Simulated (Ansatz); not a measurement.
Pb₂Se₃. Total charge 0; singlet. Geometry PBE-D4/def2-SVP; atoms count from 1.

Cartesian coordinates in Å:
```
Pb -1.208 1.392 -0.054
Pb 1.117 -1.297 -0.686
Se 1.105 0.593 1.544
Se -0.723 -0.993 1.564
Se -0.291 0.305 -2.368
```

In the def2 sets Pb takes a core potential; there is no spin–orbit coupling. The structure comes from a short search, and lower isomers may exist.

(1) Estimate the Mulliken populations from the PBE0/def2-TZVP orbitals of Ansatz.

(2) And the Mayer bond orders between heavy atoms (over 0.3)?

Answers

(1) 
| atom | charge (e) |
| --- | --- |
| Pb1 | 0.59 |
| Pb2 | 0.59 |
| Se3 | -0.30 |
| Se4 | -0.30 |
| Se5 | -0.59 |
Mulliken values depend strongly on the basis.

(2) Pb1–Se3 0.56 (2.92 Å); Pb1–Se4 0.56 (2.92 Å); Pb1–Se5 0.99 (2.72 Å); Pb2–Se3 0.56 (2.92 Å); Pb2–Se4 0.56 (2.92 Å); Pb2–Se5 0.99 (2.72 Å); Se3–Se4 1.08 (2.42 Å).
